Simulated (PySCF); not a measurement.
GeI2, SMILES [I][Ge][I] (connectivity only; charge and spin as stated), neutral, multiplicity 1.

Coordinates come from a B3LYP-D3(BJ)/def2-SVP optimisation. The isomer is the one that the SMILES or the coordinates give; other isomers of the formula were not compared. The def2 effective core potentials stand for the cores of I; spin–orbit coupling is left out.

Level of theory: PySCF with B3LYP-D3(BJ)/def2-SVP.

Frequencies are harmonic and unscaled.

Computed normal modes with their intensities:
```tsv
mode	ν (cm⁻¹)	IR (km/mol)	moving atoms (share of kinetic energy)
1	73	0.1	I 85 %, Ge 15 %
2	226	65.0	Ge 68 %, I 32 %
3	227	14.0	Ge 62 %, I 38 %
```
